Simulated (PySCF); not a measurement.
C3H7ClO2S.
SMILES with atom numbers: `[CH3:1][CH2:2][CH2:3][S:4](=[O:5])(=[O:6])[Cl:7]` (hydrogens: H8, H9, H10 on C1; H11, H12 on C2; H13, H14 on C3)

Method: PBE0-D3(BJ)/def2-SVP geometry optimisation, gas phase in PySCF; density fitting, grid level 1; the optimiser is geomeTRIC in internal coordinates, started from a GFN2-xTB structure.

Step 7: E = -30647.3133 eV
```
atom  x, y, z in Å  |  force x, y, z in eV/Å
C1     -3.3210    3.4181   -1.1667   -0.001  -0.022   0.012
C2     -4.1648    2.7669   -2.2511   -0.039   0.043  -0.009
C3     -5.1294    1.7005   -1.7648   -0.010  -0.041   0.034
S4     -6.5811    2.2983   -0.8945    0.064   0.017   0.107
O5     -7.4100    1.1680   -0.5355    0.024   0.023  -0.033
O6     -6.2185    3.3087    0.0789   -0.026  -0.057  -0.066
Cl7    -7.5483    3.2935   -2.4749   -0.023   0.018  -0.034
H8     -2.7218    2.6685   -0.6254   -0.002   0.006  -0.004
H9     -3.9488    3.9421   -0.4337    0.002   0.008   0.001
H10    -2.6243    4.1458   -1.6073   -0.005   0.003  -0.002
H11    -4.7341    3.5261   -2.8133    0.010  -0.014  -0.006
H12    -3.5152    2.2729   -2.9924    0.009   0.005   0.003
H13    -4.6812    1.0226   -1.0175    0.008   0.009  -0.016
H14    -5.5483    1.0885   -2.5765   -0.011   0.002   0.015
```

Step 8: E = -30647.3136 eV
```
atom  x, y, z in Å  |  force x, y, z in eV/Å
C1     -3.3321    3.4304   -1.1708    0.001  -0.034   0.023
C2     -4.1629    2.7622   -2.2545   -0.048   0.057  -0.025
C3     -5.1276    1.6968   -1.7699   -0.023  -0.052   0.051
S4     -6.5730    2.2889   -0.8857    0.062   0.055   0.125
O5     -7.4103    1.1570   -0.5517    0.030   0.033  -0.038
O6     -6.2015    3.2754    0.1100   -0.044  -0.097  -0.107
Cl7    -7.5324    3.3268   -2.4459   -0.012   0.009  -0.016
H8     -2.7717    2.6859   -0.5828    0.005   0.006  -0.013
H9     -3.9643    3.9984   -0.4754    0.002   0.006   0.003
H10    -2.6016    4.1191   -1.6189   -0.011   0.015   0.004
H11    -4.7314    3.5129   -2.8292    0.021  -0.016  -0.010
H12    -3.5056    2.2629   -2.9854    0.014   0.002   0.008
H13    -4.6790    1.0105   -1.0302    0.015   0.015  -0.020
H14    -5.5534    1.0930   -2.5842   -0.011   0.002   0.014
```

Task: Estimate the geometry and energy of step 9. (The exact step hangs on the optimiser's Hessian estimate; all steps are aligned on step 8, rigid shifts and turns removed.)

Result: E = -30647.3137 eV, largest force 0.113 eV/Å
```
atom  x, y, z in Å  |  force x, y, z in eV/Å
C1     -3.3393    3.4359   -1.1730    0.001  -0.023   0.019
C2     -4.1634    2.7599   -2.2570   -0.030   0.039  -0.023
C3     -5.1261    1.6935   -1.7708   -0.022  -0.033   0.035
S4     -6.5671    2.2848   -0.8808    0.025   0.055   0.072
O5     -7.4113    1.1537   -0.5629    0.021   0.023  -0.025
O6     -6.1926    3.2581    0.1258   -0.032  -0.076  -0.077
Cl7    -7.5197    3.3472   -2.4326    0.002  -0.004   0.004
H8     -2.7956    2.6948   -0.5656    0.008   0.004  -0.012
H9     -3.9727    4.0227   -0.4946    0.000   0.000   0.005
H10    -2.5950    4.1083   -1.6230   -0.011   0.017   0.006
H11    -4.7316    3.5048   -2.8388    0.018  -0.010  -0.009
H12    -3.5005    2.2588   -2.9817    0.011  -0.003   0.010
H13    -4.6743    1.0050   -1.0355    0.014   0.012  -0.013
H14    -5.5574    1.0927   -2.5843   -0.006  -0.001   0.008
```

The energy changes by -0.0001 eV. The first-order estimate −F·Δx gives -0.0002 eV and the mean of the old and new forces, exact on a quadratic surface, 0.0000 eV. The step makes an angle of 89° with the force vector and moves no atom by more than 0.032 Å.

The cost below is that of the whole optimisation. On Arm Neoverse V1, one thread, shared host with 32 logical CPUs at a one-minute load of 18, this took 2.1 min and 0.61 GiB of memory at its peak.
